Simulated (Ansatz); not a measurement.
Job for Ansatz (a quantum-chemistry and plane-wave program): R-PBE/def2-TZVPP on CH5BClN (SMILES CNBCl).

Ansatz 0.2 input:
```yaml
crystal:
  periodic: [false, false, false]
  atoms:
    - {symbol: C, position_ang: [-1.03029385, -0.53536218, -0.06740861]}
    - {symbol: N, position_ang: [-0.07632781, 0.55582401, 0.05299534]}
    - {symbol: B, position_ang: [1.30697555, 0.51038469, 0.06904467]}
    - {symbol: Cl, position_ang: [2.18745698, -1.03242362, -0.06776721]}
    - {symbol: H, position_ang: [-1.68257455, -0.58256610, 0.80756018]}
    - {symbol: H, position_ang: [-0.49293301, -1.47645882, -0.14831475]}
    - {symbol: H, position_ang: [-1.65297259, -0.41403124, -0.95671527]}
    - {symbol: H, position_ang: [-0.50087246, 1.46702484, 0.13515832]}
    - {symbol: H, position_ang: [1.94154173, 1.50760842, 0.17544735]}
basis:
  gaussian:
    orbitals: def2-TZVPP
hamiltonian:
  xc: {name: PBE}
scf: {lower_state_search: off}
```

**Question.** What total energy does the run end on?

**Answer.** -580.7000 hartree.
